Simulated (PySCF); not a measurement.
**Ar²⁺ (argon, charge +2) across methods**

[Ne] 3s2 3p3 3d1, high-spin 5D determinant (an excited configuration). All numbers are calculated (PySCF 2.14, scalar relativity by spin-free X2C-1e, in dyall-av3z).

```
   method  E (hartree)  mean ε 3s β (eV)  mean ε 3p α (eV)  mean ε 3d α (eV)  Σ⟨r²⟩ (bohr²)   ⟨S²⟩
      PBE    -526.8833           -49.466           -39.209           -16.331          17.47  6.000
     BLYP    -527.0886           -49.766           -38.855           -16.092          17.53  6.001
      M06    -527.0512           -51.199           -41.084           -17.064          17.50  6.001
     PW91    -527.0698           -49.555           -39.271           -16.385          17.45  6.000
      LDA    -525.4299           -49.818           -39.217           -16.182          17.56  6.000
BHandHLYP    -527.0809           -53.043           -43.306           -18.748          17.41  6.001
     PBE0    -526.9187           -51.125           -41.442           -17.663          17.40  6.001
      UHF   -526.44780           -54.251           -47.347           -21.268          17.40  6.001
   r2SCAN    -527.0396           -49.504           -40.056           -16.520          17.40  6.001
```

The outer electron is Rydberg-like, and this basis confines it to a smaller radius and binds it less than a complete one would.
